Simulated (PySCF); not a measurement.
C8H7F.
Cartesian coordinates in Å at the GFN2-xTB level; atoms count from 1:
```
atom  x, y, z in Å
C1    -3.224    2.077   -0.266
C2    -2.907    0.939   -0.041
C3    -2.583   -0.397    0.229
C4    -1.318   -0.859    0.259
F5    -1.141   -2.174    0.535
C6    -0.125   -0.099    0.026
C7     1.117   -0.616    0.068
C8     2.305    0.156   -0.166
C9     3.534   -0.355   -0.122
H10   -3.492    3.072   -0.464
H11   -3.406   -1.071    0.422
H12   -0.288    0.947   -0.191
H13    1.252   -1.667    0.287
H14    2.160    1.206   -0.385
H15    3.703   -1.397    0.095
H16    4.408    0.246   -0.299
```

Computed with CAM-B3LYP/def2-SVPD in PySCF (dipole) on a GFN2-xTB geometry, gas phase.

Masses are those of the commonest isotopes; rigid-rotor values at the optimised geometry. The values belong to one conformer with, in the numbering `[CH:1]#[C:2]/[CH:3]=[C:4]([F:5])\[CH:6]=[CH:7]\[CH:8]=[CH2:9]`, C3–C4–C6–C7 180°, C6–C7–C8–C9 180°.

Q: Give the principal moments of inertia and the rotational constants in GHz.

A: Ia = 172.74, Ib = 634.39, Ic = 807.13 u·Å²; 505379 MHz·u·Å²/I gives 2926, 796.6 and 626.1 MHz, that is A = 2.9257, B = 0.7966, C = 0.6261 GHz.

Q: Classify the top.

A: An asymmetric top; Ray's κ = -0.852.

Q: Is it planar, by Δ = Ic − Ia − Ib?

A: Planar: Δ = Ic − Ia − Ib = 0.00 u·Å². For a rigid frame Δ = −2 Σ m c², so it vanishes when all atoms lie in the ab plane; here none is more than 0.01 Å from it.

Q: Where do the levels up to J = 3 lie, in cm⁻¹?

A: Above 0(0,0):
J = 1: 1(0,1) 0.0475, 1(1,1) 0.1185, 1(1,0) 0.1242
J = 2: 2(0,2) 0.1420, 2(1,2) 0.2077, 2(1,1) 0.2248, 2(2,1) 0.4378, 2(2,0) 0.4382
J = 3: 3(0,3) 0.2831, 3(1,3) 0.3414, 3(1,2) 0.3755, 3(2,2) 0.5802, 3(2,1) 0.5818, 3(3,1) 0.9497, 3(3,0) 0.9497
Those of J = 1 are B + C, A + C and A + B.

Q: Which types of transition are allowed, and where do some lines up to J = 4 fall?

A: The dipole components are |μa| = 0.87 D, |μb| = 1.26 D, |μc| = 0.00 D; the mirror of this Cs structure is the ab plane, so μc vanishes by symmetry and there are no c-type lines. The squared components, which scale the intensities, stand as 0.48 : 1.00 (a : b). Some lines, for components of 0.1 D or more:

| type | branch | J(Ka,Kc) | MHz | lower level (cm⁻¹) |
| --- | --- | --- | --- | --- |
| a | Q | 2(1,1) ← 2(1,2) | 511 | 0.208 |
| b | R | 2(0,2) ← 1(1,1) | 707 | 0.118 |
| a | R | 1(0,1) ← 0(0,0) | 1423 | 0.000 |
| b | Q | 4(1,3) ← 4(0,4) | 3185 | 0.470 |
| b | R | 1(1,1) ← 0(0,0) | 3552 | 0.000 |
| a | R | 3(1,3) ← 2(1,2) | 4007 | 0.208 |
| a | R | 3(0,3) ← 2(0,2) | 4229 | 0.142 |
| a | R | 4(0,4) ← 3(0,3) | 5595 | 0.283 |
| a | R | 4(2,3) ← 3(2,2) | 5683 | 0.580 |
| a | R | 4(3,2) ← 3(3,1) | 5710 | 0.950 |
| a | R | 4(3,1) ← 3(3,0) | 5712 | 0.950 |
| b | Q | 4(2,2) ← 4(1,3) | 5955 | 0.576 |
| b | R | 4(1,4) ← 3(0,3) | 7077 | 0.283 |
| b | Q | 4(3,2) ← 4(2,3) | 11104 | 0.770 |
| b | R | 3(3,1) ← 2(2,0) | 15336 | 0.438 |
| b | Q | 4(4,0) ← 4(3,1) | 15481 | 1.140 |
| b | Q | 4(4,1) ← 4(3,2) | 15483 | 1.140 |
| b | R | 4(3,1) ← 3(2,2) | 16790 | 0.580 |

Q: Estimate the classical rotational partition function at 10 K, 100 K and 500 K.

A: Point group Cs, symmetry number σ = 1; q = (√π/σ)·√((kT/h)³/(ABC)), k/h = 20836.6 MHz/K: 4410 at 10 K, 140000 at 100 K, 1560000 at 500 K.

Whether it is a minimum is left open (no frequencies). Constants of a rigid frame at the computed geometry: no zero-point averaging, no centrifugal distortion.

On one thread, Arm Neoverse V2 (shared host), this took 48 s. This is the CAM-B3LYP/def2-SVPD job that gave the dipole, with the excitations it also computed.
